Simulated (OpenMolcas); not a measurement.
**4f ions of charge +2 along the row**

```yaml
Program: OpenMolcas 26.06
Method: MS-CASPT2, IPEA 0.25 Eh, imaginary shift 0.1 Eh
Basis: ANO-RCC-VTZP
Scalar_Hamiltonian: DKH2, point nucleus
Spin-orbit_coupling: state interaction with AMFI integrals over the reference wave functions, term energies averaged over their components
```

Active space: the 4f shell; CASPT2 also correlates the outermost closed s and p core shells.

ζ = ±2S·A comes from the whole width of the ground multiplet by E(J) = (A/2) J(J+1), where its levels are at least 85 % pure. Energies in cm-1.

```csv
Ion,Configuration,Lowest level,Weight (%),g,"g, pure LS",Next level,E,E measured,ζ,ζ measured
Pr2+,4f3,4I* 9/2,97,0.732,0.727,4I* 11/2,1516,1398,744,685
Nd2+,4f4,5I4,98,0.604,0.599,5I5,1233,1138,850,784
Pm2+,4f5,6H* 5/2,96,0.297,0.284,6H* 7/2,891,,1007,
Sm2+,4f6,7F0,92,,,7F1,349,293,1276,1151
Tb2+,4f9,6H* 15/2,95,1.327,1.334,6H* 13/2,2960,2805,1614,1507
Dy2+,4f10,5I8,94,1.243,1.251,5I7,4320,,1757,
Ho2+,4f11,4I* 15/2,98,1.197,1.200,4I* 13/2,5580,5439,,
```

Measured columns use the levels in Martin, Zalubas and Hagan, Atomic Energy Levels: The Rare-Earth Elements, NSRDS-NBS 60 (1978); the list in Maison, Palmeri and Quinet, J. Phys. B 58, 015001 (2025) (Pr2+); Ding et al., The Spectrum and Energy Levels of the Low-lying Configurations of Nd III (preprint, 2023) (Nd2+); Martin, Zalubas and Hagan, Atomic Energy Levels: The Rare-Earth Elements, NSRDS-NBS 60 (1978) (Sm2+, Tb2+); Martin, Zalubas and Hagan, Atomic Energy Levels: The Rare-Earth Elements, NSRDS-NBS 60 (1978); whole-number values converted from NIST levels in rydberg listed in Nahar, Atoms 12, 24 (2024) (Ho2+).

The computed ζ goes from 744 (Pr2+) to 1757 cm-1 (Dy2+), a factor of 2.36, rising at every step. It departs from the measured column by +7 to +11 %.

Term energies are means over components that CASPT2 splits; among the low terms the widest spread is 1700 cm-1 (4f3 2L*, Pr2+). High states are left out of the spin-orbit mixing, which shifts the levels that they would mix with. The CASPT2 spread within a term exceeds the gap to the next term for 4f3 2I* and 4f3 2L*, 4f3 2L* and 4f3 4D*, so the order of their levels is uncertain (figures for Pr2+; the like holds for Nd2+, Pm2+, Dy2+, Ho2+). Blocks of more than 70 roots (2S+1 = 2 odd) ran without multistate coupling (holds for Pr2+; Ho2+). Some levels mix across a computed gap that differs much from the measured one, so their mixing is not that of the real levels (holds for Pr2+; Nd2+). Some terms miss by over 15 % even with CASPT2, which points to a basis or an active space too small for the shells correlated (holds for Pr2+; Nd2+). Blocks of more than 70 roots (2S+1 = 3 even, 1 even) ran without multistate coupling (holds for Nd2+; Dy2+). Blocks of more than 70 roots (2S+1 = 4 odd, 2 odd) ran without multistate coupling (holds for Pm2+; Tb2+). Blocks of more than 70 roots (2S+1 = 5 even, 3 even) ran without multistate coupling (holds for Sm2+). Terms from blocks run as CI alone lack orbitals of their own (holds for Sm2+). Measured partners are found by configuration, term and J. A level has none where our copy of the source lacks it or the pairing is in doubt (some pairs that miss far off the trend of their configuration count as doubtful), and it then counts in no deviation. Only configurations of the active space appear.

* marks odd parity.
